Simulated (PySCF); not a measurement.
# Energy of Li⁺ (lithium, charge +1) between two integer charges

The 1s beta orbital of 1s2 is emptied in steps (occupation f), with all orbitals relaxed, ending at 1s1. Computed with PySCF 2.14 in def2-TZVPPD (5s4p1d, 22 functions), with no relativity, point nucleus. The exact energy is a straight line in f; departures are measured from the line between the end points of the same method.

| f | UHF (eV) |
| --- | --- |
| 1 | 0.000 |
| 0.8 | 0.228 |
| 0.6 | 0.328 |
| 0.4 | 0.316 |
| 0.2 | 0.203 |
| 0 | 0.000 |

| method | E(f=0) − E(f=1) (eV) | −ε at f=1 (eV) | −ε at f=0.4 (eV) |
| --- | --- | --- | --- |
| UHF | 74.499 | 75.983 | 74.178 |

Orbital energy along the path (eV):

```tsv
f	UHF
1	-75.983
0.8	-75.306
0.6	-74.709
0.4	-74.178
0.2	-73.702
0	-73.274
```

Reference removal energy between the ground levels: 75.640 eV (theoretical estimate listed by NIST; NIST Atomic Spectra Database, ionization energies). UHF lacks correlation.
